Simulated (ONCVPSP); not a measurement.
## aluminium, ONCV: configuration errors across variants

aluminium, optimised norm-conserving Vanderbilt (ONCV), made with ONCVPSP 4.0.1 (PBEsol, scalar-relativistic). Core [Ne], reference 3s2 3p1. Waves: 3s: rc 1.95 bohr, ncon 3, nbas 7, qcut 3.3 1/bohr, 1 projector; 3p: rc 1.85 bohr, ncon 4, nbas 8, qcut 4.9 1/bohr, 1 projector; d scattering state at 0.05 Ha: rc 2.00 bohr, ncon 5, nbas 9, qcut 5.3 1/bohr, 1 projector. Local part: polynomial inside 1.45 bohr (lpopt 3, dvloc0 3 Ha). Core correction: Teter function, fcfact 5.5, rcfact 1.45.

All-electron excitation energies from the reference (eV): (1) 3s2 3p0 5.736; (2) 3s1 3p0 24.907; (3) 3s2 3p0.5 2.074; (4) 3s1 3p1 11.527.

1 further variants failed, have other tests or another functional or relativity, and are left out.

Errors AE − PS in meV (a dash: test not solved or not reliable):

```csv
change,(1),(2),(3),(4),bound ghosts,GHOST(+) flags above zero
base,+4.4,-24,+0.9,-9.2,none,none
"all radii but the core radius scaled by about 1.24 (s 2.42, p 2.28, d 2.48 bohr); local potential polynomial inside 1.80 bohr (lpopt 3, dvloc0 3 Ha)",+5.3,-30,+0.9,-17,none,none
s: qcut 2.4,+5.0,-24,+0.9,-11,none,none
"local potential polynomial inside 1.30 bohr (lpopt 5, dvloc0 1 Ha)",+4.9,-19,+0.9,-7.7,none,none
s: rc 1.5,+4.2,-26,+0.8,-10,none,none
```

(1) Give the same row for: core correction Teter function, fcfact 5.5, rcfact 1.14.

Answers

(1) 0.0, +8.2, 0.0, +2.0; bound ghosts: none; GHOST(+) flags above zero: none.
